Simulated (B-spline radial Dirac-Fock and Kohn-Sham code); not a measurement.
## Internal conversion coefficients of Ni at 395 keV

Z = 28 (nickel), transition energy 395 keV. Level of theory: a Dirac-Hartree-Slater potential of the neutral atom with a Latter tail (no hole, which puts coefficients of high multipoles low close above an edge), finite nucleus with surface currents; a radial finite-basis atomic code. Subshells that would emit electrons below 1 keV are left out.

Input file task.json (cfg lists n, l and occupation; rrms is the nuclear radius in fm):

```json
{"items": [{
  "Z": 28,
  "q": 0,
  "cfg": [[1, 0, 2], [2, 0, 2], [2, 1, 6], [3, 0, 2], [3, 1, 6], [3, 2, 8], [4, 0, 2]],
  "A": 58,
  "rrms": 3.7757,
  "do": "conversion",
  "gamma": [395.0],
  "edges": {"K": 8333.0, "L1": 1008.6, "L2": 870.0, "L3": 852.7, "M1": 110.8, "M2": 68.0, "M3": 66.2}
}]}
```

Run with: `python xray2_run.py task.json out`

```csv
subshell,electron energy (keV),E1,E2,E3,E4,M4
K,386.67,0.000811,0.00323,0.0112,0.0374,0.0589
L1,393.99,7.71e-05,0.000306,0.00106,0.00352,0.00604
L2,394.13,8.48e-07,9.17e-06,7.84e-05,0.000521,0.000400
L3,394.15,1.56e-06,1.03e-05,6.59e-05,0.000379,0.000387
M1,394.89,1.14e-05,4.52e-05,0.000157,0.000519,0.000902
M2,394.93,1.22e-07,1.32e-06,1.13e-05,7.54e-05,5.79e-05
M3,394.93,2.23e-07,1.49e-06,9.48e-06,5.46e-05,5.61e-05
M4,394.99,9.42e-11,5.24e-10,3.90e-09,4.96e-08,7.84e-08
M5,394.99,1.61e-10,6.55e-10,3.98e-09,3.75e-08,2.37e-08
total,,0.000903,0.00360,0.0126,0.0425,0.0668
```

Q: For a pure E4 transition, what fraction of decays emits a photon?

A: 1/(1 + α) = 0.959 with the total α = 0.0425; the total includes the outer subshells that are not listed.

Values without a named source are computed, but for edge energies of neutral atoms, which are taken from tables.
